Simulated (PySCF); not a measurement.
Si(H)(F)2(OMe) (CH4F2OSi), SMILES CO[SiH](F)F.

Coordinates come from a r2SCAN-D4/def2-SVP optimisation. The values are those of a single conformer.

Two levels are set side by side: PBE/def2-TZVP (PySCF) and ωB97X/def2-TZVP (PySCF). Same geometry, gas phase. Differences are taken from unrounded values.

```tsv
quantity	ωB97X
orbital gap (eV)	14.80
highest occupied level (eV)	-11.59
lowest empty level (eV)	3.20
dipole moment (D)	1.45
mean polarisability (bohr³)	37.5
```

Problem. What does PBE give, and how far is it from ωB97X? (An estimate is asked for; the answer gives what the named calculation found.)

Solution. 
| quantity | PBE | PBE minus ωB97X |
|---|---|---|
| orbital gap (eV) | 7.66 | -7.14 |
| highest occupied level (eV) | -7.45 | 4.14 |
| lowest empty level (eV) | 0.21 | -2.99 |
| dipole moment (D) | 1.41 | -0.04 |
| mean polarisability (bohr³) | 39.7 | 2.2 |

PBE's occupied levels lie high since its potential decays too fast outside the molecule; exact exchange lowers them and widens the gap. Loosely held outer electrons make PBE densities more polarisable. Differences between two approximate levels are no errors against the true value.

Rough cost on one machine, each run with all the roots and properties that it gave: ωB97X against PBE within a factor of 2.
